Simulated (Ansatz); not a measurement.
Consider the hydrogenolysis of the Si–F bond: `CC(C)O[Si]F` + H₂ → `CC(C)O[SiH]` + H–F.

Gas-phase electronic energies from Ansatz, PBE0-D4/def2-TZVP geometries. CBS: MP2 limit from def2 TZ/QZ plus the TZ coupled-cluster correction, frozen cores. This one scheme is used for every species. Functionals use def2-TZVPP. B3LYP here is the variant with VWN-RPA as its local correlation; programs differ in this. One conformer a species, not always the lowest.

Q: Is it downhill or uphill in electronic energy at CCSD(T)/CBS, and by how much? (Estimate.)

A: Computed: Uphill: ΔE = +179.6 kJ/mol.

Q: What do these levels give: PBE-D4, r2SCAN-D4, B3LYP-D4, B2PLYP, PBE, r2SCAN, PBE0, HF/def2-TZVPP, MP2/def2-TZVPP, CCSD/def2-TZVPP, CCSD(T)/def2-TZVPP, MP2/def2-QZVPP? (An estimate is asked.)

A: Computed: PBE-D4 179.1, r2SCAN-D4 190.7, B3LYP-D4 187.2, B2PLYP 186.5, PBE 178.2, r2SCAN 190.4, PBE0 175.0, HF/def2-TZVPP 178.1, MP2/def2-TZVPP 183.8, CCSD/def2-TZVPP 175.2, CCSD(T)/def2-TZVPP 176.9, MP2/def2-QZVPP 186.0 kJ/mol.

Largest T1 diagnostic among the species: 0.014.

From PBE to PBE0 (25 % exact exchange), in def2-TZVPP and without D4, ΔE moves by −3.2 kJ/mol.
